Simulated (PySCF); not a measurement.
In(H)(F)(NH2) (FH3InN), SMILES [NH2][InH][F].

Geometry optimised at B3LYP-D3(BJ)/def2-TZVP. The def2 effective core potentials stand for the cores of In; spin–orbit coupling is left out. One conformer was computed; it need not be the lowest.

All values below come from TDDFT-ωB97X/def2-SVPD in PySCF 2.14.0.

Vertical excitations. 

| state | energy (eV) | λ (nm) | f | main pairs |
|---|---|---|---|---|
| S1 | 5.71 | 217 | 0.074 | HOMO→LUMO+1 66 %, HOMO→LUMO 24 % |
| S2 | 6.03 | 206 | 0.042 | HOMO→LUMO 68 %, HOMO→LUMO+1 25 % |
| S3 | 7.01 | 177 | 0.046 | HOMO−1→LUMO 86 % |
| S4 | 7.12 | 174 | 0.002 | HOMO→LUMO+2 74 % |
| S5 | 7.65 | 162 | 0.107 | HOMO−1→LUMO+1 40 %, HOMO−1→LUMO+2 16 %, HOMO−2→LUMO 10 %, HOMO−3→LUMO 8 % |
| S6 | 7.79 | 159 | 0.043 | HOMO−2→LUMO 77 % |
| S7 | 7.90 | 157 | 0.044 | HOMO→LUMO+3 48 %, HOMO→LUMO+4 23 % |
| S8 | 7.92 | 157 | 0.011 | HOMO−3→LUMO 51 %, HOMO−2→LUMO+1 22 % |
| S9 | 8.18 | 152 | 0.039 | HOMO−3→LUMO+1 62 %, HOMO−3→LUMO 14 %, HOMO−3→LUMO+2 12 % |
| S10 | 8.24 | 150 | 0.036 | HOMO−4→LUMO 84 % |
| T1 | 5.00 | 248 | 0 | HOMO→LUMO 78 % |
| T2 | 5.51 | 225 | 0 | HOMO→LUMO+1 76 %, HOMO→LUMO 14 % |
| T3 | 6.50 | 191 | 0 | HOMO−1→LUMO 59 %, HOMO−1→LUMO+1 19 % |
| T4 | 6.82 | 182 | 0 | HOMO−1→LUMO+1 54 %, HOMO−1→LUMO 30 % |
Triplets are in the Tamm–Dancoff approximation, which puts them higher than full response would, so one can lie above its singlet here.
